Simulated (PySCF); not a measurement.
GeI, charge +1, multiplicity 1. Atoms are numbered in the order given.

```xyz
2

Ge     0.0000     0.0000    -1.5094
I      0.0000     0.0000     0.9113
```
Charge +1, spin multiplicity 1.

Geometry optimised at B3LYP-D3(BJ)/def2-TZVP. The spin state was assumed, not searched. The def2 effective core potentials stand for the cores of I; spin–orbit coupling is left out.

Method: B3LYP-D3(BJ)/def2-TZVP run with PySCF.

Frequencies are harmonic and unscaled.

```csv
mode,ν (cm⁻¹),IR (km/mol),Raman (Å⁴/amu),depolarisation,moving atoms (share of kinetic energy)
1,296,35.5,17.6,0.25,"Ge 64 %, I 36 %"
```
